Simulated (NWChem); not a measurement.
# Correlation energy of disiloxane (H6OSi2)

```xyz
9

Si     0.3835    -1.5527     0.0048
O     -0.3578    -0.0734    -0.0185
Si    -0.2588     1.5783     0.0020
H      0.6166    -1.9898     1.4139
H     -0.4984    -2.5412    -0.6779
H      1.6981    -1.4858    -0.7047
H      0.9978     2.0317    -0.6701
H     -0.2606     2.0758     1.4102
H     -1.4363     2.1385    -0.7197
```
Charge 0, spin multiplicity 1.

All runs are NWChem calculations. Structure: optimised with PBE0/def2-SVP, a minimum by its harmonic frequencies.

Basis set: cc-pVDZ. Each correlation energy counts from its own Hartree-Fock reference.

The correlated methods keep 11 core orbitals frozen. Coupled-cluster values serve here as a point of comparison, not as the truth.

```tsv
method	correlation energy (mHa)
CCSD	-436.6
CR-CCSD(T)	-443.6
CCSD(T)	-445.6
CR-CCSD[T]	?
RI-MP2	-389.2
MP2	-389.2
SCS-MP2	?
CCSD+T(CCSD)	-446.2
```

Question: Complete the blanks.

Answer: 
- CR-CCSD[T], correlation energy (mHa): -444.1
- SCS-MP2, correlation energy (mHa): -399.9
